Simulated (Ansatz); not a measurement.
Input file for Ansatz (a first-principles code): U-CCSD(T)/def2-TZVPP on FHMgSe (SMILES [F][Mg][SeH]), a point of a bond scan (R = 2.212 Å). The run froze 20 orbitals, filled d shells among them.

Ansatz 0.2 input:
```yaml
crystal:
  periodic: [false, false, false]
  atoms:
    - {symbol: Mg, position_ang: [0.53471100, -1.04785740, 0.34360513]}
    - {symbol: F, position_ang: [1.29905719, -2.54739150, 0.84087691]}
    - {symbol: Se, position_ang: [-0.50665601, 1.00609324, -0.37394579]}
    - {symbol: H, position_ang: [-1.06928563, 1.43741668, 1.72147732]}
basis:
  gaussian:
    orbitals: def2-TZVPP
correlation: {method: ccsd_t, electrons: outside_noble_gas}
scf: {omitted_lower_state_checks: [cluster_reference]}
magnetization: {spin_polarized: true, initial_magnetization: 0}
```

Q: Give the final energy of this run.

A: -2700.0387 hartree (reference determinant -2699.5623, T1 diagnostic 0.066). Its determinant has ⟨S²⟩ = 0.60, a mixture of spin states.

Q: How many basis functions does it have, and what does it roughly cost on one machine?

A: 125 functions; around 24 core-seconds (rough).
